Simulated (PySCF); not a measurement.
Computed shifts of a molecule CH7F2NSi2, PBE/pcSseg-1 in PySCF, GIAO, gas phase, atoms alike by connectivity averaged where their shifts nearly agree, in ppm (number of nuclei): ¹⁵N: 28.5 (1). ¹³C: 41.8 (1). ²⁹Si: 7.5 (2). ¹⁹F: -251.1 (1), -260.8 (1). ¹H: 5.97 (1), 5.71 (1), 5.65 (1), 5.38 (1), 2.47 (1), 1.18 (1), 0.65 (1). References: ¹⁵N against NH3 (σ = 267.0 ppm); ¹³C against TMS (σ = 182.0 ppm); ²⁹Si against TMS (σ = 335.4 ppm); ¹⁹F against CFCl3 (σ = 133.6 ppm); ¹H against TMS (σ = 31.49 ppm), references at their B3LYP-D3(BJ)/def2-TZVP geometries, non-relativistic. Coordinates come from a r2SCAN-D4/def2-SVP optimisation. One conformer was computed; it need not be the lowest.

Q: Which structure fits?
A) F[SiH](F)CN[SiH3]
B) C[Si](F)(F)N[SiH3]
C) N[SiH2][C@H](F)[SiH2]F
D) NC([SiH2]F)[SiH2]F

A: D, NC([SiH2]F)[SiH2]F
